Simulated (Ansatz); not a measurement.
Born–Oppenheimer molecular dynamics of GaH4NO (7 atoms, charge 0, multiplicity 1). It goes on from the last frame of an earlier run, with new velocities.

Method: Ansatz, RKS B3LYP/def2-TZVP.

```
ensemble        : NVT, Langevin thermostat
time step       : 0.5 fs
steps asked     : 100
set temperature : 500 K
friction        : 0.02 /fs
seed            : 413810
```

First frame:

```xyz
7
Properties=species:S:1:pos:R:3
Ga 0.158 -0.086 0.035
N -0.082 0.011 1.851
H -0.825 -0.635 2.038
H 0.722 -0.370 2.280
H 1.508 -0.296 -0.709
O -1.352 -0.292 -0.730
H -2.042 -0.156 -0.064
```

(1) How far do the bonds stretch over the last three quarters of this one trajectory? (Pairs bonded in most of those frames.)

## Answers

(1) 
```csv
bond,mean (Å),spread (Å),shortest,longest
Ga1–N2,1.865,0.029,1.82,1.90
Ga1–H5,1.562,0.014,1.54,1.58
Ga1–O6,1.826,0.033,1.75,1.86
N2–H3,1.017,0.022,0.98,1.05
N2–H4,1.015,0.024,0.97,1.08
O6–H7,0.968,0.041,0.90,1.03
```

Mean temperature of the second half: 549 K. A run of 0.05 ps of so small a system gives no equilibrium averages.

Run time: 76 s on 4 threads of Intel(R) Xeon(R) Platinum 8488C (Sapphire Rapids), on a shared host, peak memory 0.29 GiB.
